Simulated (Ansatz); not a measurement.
BrGaH$_{4}$OSi, SMILES `[SiH3][O][GaH][Br]`. Total charge 0; spin multiplicity 1. The geometry is a stationary point of PBE0-D4/def2-TZVP. It is one conformer, not always the lowest.

```xyz
8

Si    1.191   -0.703   -0.021
O    -0.252   -0.337    0.666
Ga   -1.616    0.734    0.329
Br   -1.400    1.992   -1.563
H     1.006   -1.230   -1.400
H     2.069    0.496   -0.085
H     1.846   -1.742    0.813
H    -2.845    0.790    1.261
```

Question: What is the dipole moment at PBE/def2-TZVPP? (An estimate is asked.)

Answer: Computed: 1.26 D, with components (-0.91, -0.09, 0.86) D in this frame, pointing from negative to positive charge.

Question: And with r2SCAN, B3LYP, ωB97M-V? (Best estimate.)

Answer: Computed: r2SCAN 1.33 D, B3LYP 1.31 D, ωB97M-V 1.39 D.

Question: Give the Mulliken charges with PBE, B3LYP, r2SCAN in def2-TZVPP. (Estimate.)

Answer: The calculation gave: 
| atom | PBE | B3LYP | r2SCAN |
| --- | --- | --- | --- |
| Si1 | 0.34 | 0.41 | 0.44 |
| O2 | -0.33 | -0.42 | -0.44 |
| Ga3 | 0.41 | 0.48 | 0.50 |
| Br4 | -0.24 | -0.25 | -0.26 |
| H5 | -0.06 | -0.08 | -0.08 |
| H6 | -0.07 | -0.08 | -0.08 |
| H7 | -0.07 | -0.08 | -0.08 |
| H8 | 0.02 | 0.01 | 0.00 |

B3LYP here is the variant with VWN-RPA as its local correlation; programs differ in this.
